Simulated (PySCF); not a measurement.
## Spinor energies of Sc (scandium, neutral)

Start: [Ar] 4s2 4p1; 4p3/2 filled at m_j = +3/2. Calculated with PySCF 2.14 in x2c-SVPall-2c with one added diffuse shell each of s, d type (6s5p4d1f, 48 functions): generalised Hartree-Fock with the X2C-1e Hamiltonian and a Gaussian nucleus; one run each with spin-orbit coupling (SO) switched off, then screened by Boettger's factors. This is a chosen level, not necessarily the ground level.

```tsv
spinor shell	electrons	ε, spin-free (eV)	ε, screened SO (eV)	weight of nominal j (screened SO)	rms radius, screened SO (bohr)
1s1/2	2	-4543.5	-4543.5	1.000	0.0845
2s1/2	2	-530.72	-530.72	1.000	0.370
2p1/2	2	-433.55	-436.68	1.000	0.338
3s1/2	2	-76.240	-76.243	1.000	1.15
3p1/2	2	-48.185	-48.539	0.942	1.24
3p3/2	4	-48.185	-48.012	0.971	1.25
4s1/2	2	-7.418	-7.418	0.963	3.77
4p3/2	1	-4.393	-4.379	1.000	3.86
```

Q: Where does 2p3/2 lie, and what is the 2p spin-orbit splitting (screened SO)?

A: At -431.99 eV, 4.682 eV above 2p1/2.

```json
{"quantity": "E (hartree)", "spin-free": "-763.06014", "screened SO": "-763.06181"}
{"quantity": "M_J", "spin-free": "3/2", "screened SO": "3/2"}
{"quantity": "⟨J²⟩", "spin-free": "4.252", "screened SO": "4.254"}
{"quantity": "⟨L²⟩", "spin-free": "2.441", "screened SO": "2.440"}
{"quantity": "⟨S²⟩", "spin-free": "0.811", "screened SO": "0.811"}
```

The determinant has a definite M_J but mixes levels of different J.

Each row is a mean over spinors that exchange with the open shell spreads, by up to 1.559 eV (4s1/2).

Without spin-orbit coupling the j labels of p, d and f shells carry no meaning; the spin-free column gives the mean over the occupied spinors of each nl shell, and its ⟨J²⟩ belongs to a mixture of degenerate components.
